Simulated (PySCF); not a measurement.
Identify the unknown among the candidates.

All candidates are C7H5F3.

| technique | computed result |
| --- | --- |
| UV, first state | lowest singlet excitation: 5.51 eV (225 nm, f = 0.005) [TDDFT CAM-B3LYP/def2-SVPD] |
| Rotational structure | rotational constants A, B, C: 2.875, 0.948, 0.813 GHz [GFN2-xTB] |
| Triplet | lowest triplet excitation (Tamm–Dancoff): 4.14 eV [TDA CAM-B3LYP/def2-SVPD] |
| Polarisability | 79.6 au [CAM-B3LYP/def2-SVPD] |
| Dipole | 3.11 D [CAM-B3LYP/def2-SVPD] |
| UV, strongest line | among the 8 lowest singlet transitions: S4 at 7.19 eV (172 nm, f = 0.721) [TDDFT CAM-B3LYP/def2-SVPD] |

Gas-phase values; electronic properties from PySCF, density fitting. Levels stand in brackets. Isolated species at its GFN2-xTB geometry, gas phase.

Question: Which candidate is it?
A. `C#CCC(=C)C(F)=C(F)F`
B. `FC(F)(F)c1ccccc1`
C. `C=C1C=CC(C(F)(F)F)=C1`
D. `C=C(F)C(=C)C#CC(F)F`

Answer: B. It is `FC(F)(F)c1ccccc1`. Numbering: `[F:1][C:2]([F:3])([F:4])[c:5]1[cH:6][cH:7][cH:8][cH:9][cH:10]1`. Its formula, C7H5F3, gives 4 degrees of unsaturation: 1 ring and 3 π bonds in the structure found (Kekulé form). The optimised geometry has point group Cs and is an asymmetric top.

The others, at the same levels:
- `C=C(F)C(=C)C#CC(F)F` fails: its computed lowest triplet excitation (Tamm–Dancoff) is 2.99 eV (against 4.14 eV), strongest line among the 8 lowest singlet transitions is S1 at 5.39 eV (230 nm, f = 0.378) (against S4 at 7.19 eV) and static isotropic polarisability is 89.7 au (against 79.6 au).
- `C#CCC(=C)C(F)=C(F)F` fails: its computed lowest singlet excitation is 5.85 eV (212 nm, f = 0.503) (against 5.51 eV), lowest triplet excitation (Tamm–Dancoff) is 3.27 eV (against 4.14 eV) and static isotropic polarisability is 84.8 au (against 79.6 au).
- `C=C1C=CC(C(F)(F)F)=C1` fails: its computed lowest singlet excitation is 3.64 eV (341 nm, f = 0.010) (against 5.51 eV), lowest triplet excitation (Tamm–Dancoff) is 2.42 eV (against 4.14 eV) and strongest line among the 8 lowest singlet transitions is S2 at 5.45 eV (227 nm, f = 0.449) (against S4 at 7.19 eV).

Each candidate is one conformer, not necessarily the lowest. The conformers computed, where there is a choice (atom-mapped SMILES and torsion angles):
- `[F:1][C:2]([F:3])([F:4])[c:5]1[cH:6][cH:7][cH:8][cH:9][cH:10]1`: F1–C2–C5–C6 89°
- `[CH2:1]=[C:2]([F:3])[C:4](=[CH2:5])[C:6]#[C:7][CH:8]([F:9])[F:10]`: C1–C2–C4–C5 179°
- `[CH:1]#[C:2][CH2:3][C:4](=[CH2:5])[C:6]([F:7])=[C:8]([F:9])[F:10]`: C2–C3–C4–C5 -112°, C3–C4–C6–F7 -171°
- `[CH2:1]=[C:2]1[CH:3]=[CH:4][C:5]([C:6]([F:7])([F:8])[F:9])=[CH:10]1`: C4–C5–C6–F7 60°
